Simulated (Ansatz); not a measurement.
**One elementary step**

Start structure (SnSiH$_{8}$O, closed shell), relaxed at PBE0-D4/def2-TZVP:

```tsv
atom	x (Å)	y (Å)	z (Å)
Sn1	-0.6462	-1.6942	-0.5981
O2	1.2948	-1.9700	-0.4094
H3	-1.4023	-3.2250	-0.6767
H4	-1.2039	-0.8124	0.7575
H5	-0.7759	-0.8172	-2.0460
H6	1.1633	1.0959	0.1205
Si7	0.2422	2.1916	0.5165
H8	1.5349	-2.4397	0.3918
H9	0.9245	3.5015	0.3618
H10	-0.9639	2.1593	-0.3504
H11	-0.1675	2.0104	1.9323
```

The step: SnH₄O ([OH][SnH3]) + SiH₄ → SnSiH₆ ([SiH3][SnH3]) + H₂O; bonds formed: Sn1–Si7, O2–H6; bonds broken: Sn1–O2, H6–Si7. Program: Ansatz 0.2.0. Basis: def2-TZVPP and def2-QZVPP. Cores are frozen in the correlated methods. Filled d shells of the heavier atoms are correlated. Core potentials replace the inner electrons of the atoms past krypton. The def2 sets are not built for correlating such inner shells, so the correlated values are less sure here. Extrapolation: Hartree–Fock as exp(−7.88 √X), correlation as X^−2.97. Energies below are by CCSD(T) at an estimated basis limit (MP2 extrapolated from triple and quadruple zeta, plus CCSD(T) − MP2 in triple zeta).

Question: What are the electronic barrier and the energy of the step, from the start structure to the end structure? (Judge from chemistry; the value comes from the calculation.)

Answer: By the calculation: Barrier 169.4 kJ/mol; step energy -21.7 kJ/mol (downhill); reverse barrier, their difference, 191.2 kJ/mol. Barrier and step energy count from the start structure, the reverse barrier from the end structure.

The saddle point: One imaginary mode of 918i cm⁻¹.
```
   pair  start (Å)  saddle (Å)  end (Å)
Sn1–Si7       4.14        3.18     2.56
  O2–H6       3.11        1.14     0.96
 Sn1–O2       1.97        2.14     3.20
 H6–Si7       1.49        1.96     3.45
```

Zero-point energy (harmonic, PBE0-D4): ZPE is 170.5 kJ/mol at the start and 165.9 kJ/mol at the saddle, so the barrier goes from 169.4 to 164.8 kJ/mol.

T1 diagnostic: at most 0.015.

Labels in which every atom is bracketed show which atoms are joined, not bond orders.

For scale, one of the runs: CCSD(T)/def2-TZVPP, 235 basis functions, launched by `ansatz run in.yaml --threads 4 --pin off --events-out ev --progress --plain --max-ram 9574MiB`. Time: 2 min of wall clock on 4 CPU threads of an AMD EPYC 7R43; the host was shared. Peak host memory: 4.5 GiB.
